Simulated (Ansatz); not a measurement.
trans-Zr(PH3)2Br4 (ZrP₂H₆Br₄). Charge 0, multiplicity 1. Geometry PBE-D4/def2-SVP.

```xyz
13

Br    0.489   -0.349    2.602
Br   -1.403    0.556   -1.967
Br    0.705    2.547    0.353
Br    0.419   -2.401   -0.488
P    -2.496   -0.395    1.199
P     2.442    0.303   -1.329
Zr    0.041    0.068    0.097
H    -2.907    0.461    2.266
H    -2.670   -1.650    1.855
H    -3.693   -0.370    0.416
H     3.581    0.780   -0.610
H     2.445    1.256   -2.391
H     3.048   -0.805   -2.002
```

In the def2 sets Zr takes a core potential; there is no spin–orbit coupling. HSE06 is defined as in plane-wave codes, on full-range PBE exchange. No other spin state of charge 0 was run. Another isomer (singlet) lies 0.35 eV lower at PBE0-D4/def2-TZVP; other spin states weren't run for this one.

(1) Estimate the orbital energies around the gap (eV) in Ansatz with PBE-D4/def2-SVP, r2SCAN-D4/def2-TZVP, PBE0-D4/def2-SVP, PBE0-D4/def2-TZVP, HSE06-D4/def2-TZVP.

## Answers

(1) 
```
orbital  PBE-D4/def2-SVP  r2SCAN-D4/def2-TZVP  PBE0-D4/def2-SVP  PBE0-D4/def2-TZVP  HSE06-D4/def2-TZVP
HOMO−13            -9.40                -9.82            -10.89             -10.88              -10.47
HOMO−12            -8.69                -9.12            -10.12             -10.11               -9.70
HOMO−11            -8.46                -8.94             -9.89              -9.92               -9.52
HOMO−10            -8.33                -8.81             -9.75              -9.78               -9.37
 HOMO−9            -7.95                -8.42             -9.33              -9.42               -9.01
 HOMO−8            -7.68                -8.13             -9.01              -9.05               -8.65
 HOMO−7            -7.67                -8.12             -9.00              -9.04               -8.65
 HOMO−6            -7.39                -7.86             -8.71              -8.80               -8.40
 HOMO−5            -7.38                -7.85             -8.70              -8.79               -8.38
 HOMO−4            -6.69                -7.15             -7.90              -7.99               -7.60
 HOMO−3            -6.62                -7.06             -7.84              -7.93               -7.55
 HOMO−2            -6.59                -7.04             -7.82              -7.91               -7.52
 HOMO−1            -6.56                -7.02             -7.79              -7.85               -7.47
   HOMO            -6.21                -6.69             -7.45              -7.56               -7.17
   LUMO            -3.34                -3.43             -2.73              -2.81               -3.17
 LUMO+1            -3.30                -3.40             -2.69              -2.77               -3.14
 LUMO+2            -2.76                -2.88             -2.11              -2.24               -2.61
 LUMO+3            -1.65                -1.78             -0.98              -1.18               -1.54
 LUMO+4            -0.84                -0.93             -0.03              -0.31               -0.68
 LUMO+5            -0.81                -0.82             -0.03              -0.23               -0.60
```
